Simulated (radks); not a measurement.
Ir LXIII, configuration [Ne] 3s2 3p3 (the NIST ground configuration).

Calculated with a radial shooting solver on a logarithmic mesh with Libxc functionals: scalar-relativistic Kohn-Sham, BLYP, spin-polarised, spherical densities, finite nucleus; open shells are filled with parallel spins first (spin-orbit coupling, left out, can overturn this in heavy ions); Fermi nuclear charge, rms radius 5.4032 fm.

Energy parts (hartree):
total: -13422.0304
kinetic: 15324.2292
electron-nucleus: -29828.2634
Hartree: 1252.3164
exchange-correlation: -170.3125

Orbitals (lengths in bohr, moments of r in powers of bohr; <r^-3> diverges for s and p1/2; r(max) is where P^2 peaks; r(90%) holds 90 % of the orbital's charge):
| orbital | occ. | eigenvalue (hartree) | r(max) | <r> | <r^-3> | r(90%) |
|---|---|---|---|---|---|---|
| 1s up | 1 | -2983.455 | 0.01082 | 0.01744 | - | 0.0318 |
| 1s down | 1 | -2983.010 | 0.01082 | 0.01743 | - | 0.0318 |
| 2s up | 1 | -668.3530 | 0.06197 | 0.07283 | - | 0.113 |
| 2s down | 1 | -668.0274 | 0.06198 | 0.07281 | - | 0.113 |
| 2p up | 3 | -605.5672 | 0.05100 | 0.06534 | 23600 | 0.106 |
| 2p down | 3 | -605.1137 | 0.05103 | 0.06533 | 23590 | 0.106 |
| 3s up | 1 | -268.3003 | 0.1672 | 0.1762 | - | 0.256 |
| 3s down | 1 | -266.8986 | 0.1672 | 0.1764 | - | 0.256 |
| 3p up | 3 | -249.7854 | 0.1640 | 0.1736 | 6509 | 0.257 |
| 3p down | 0 | -248.3909 | 0.1640 | 0.1738 | 6503 | 0.258 |

The highest occupied level is 3p up at -6797.0 eV. The spin density at the nucleus is -104.3 e/bohr^3 (1s -177.4, 2s 7.5, 3s 65.5).
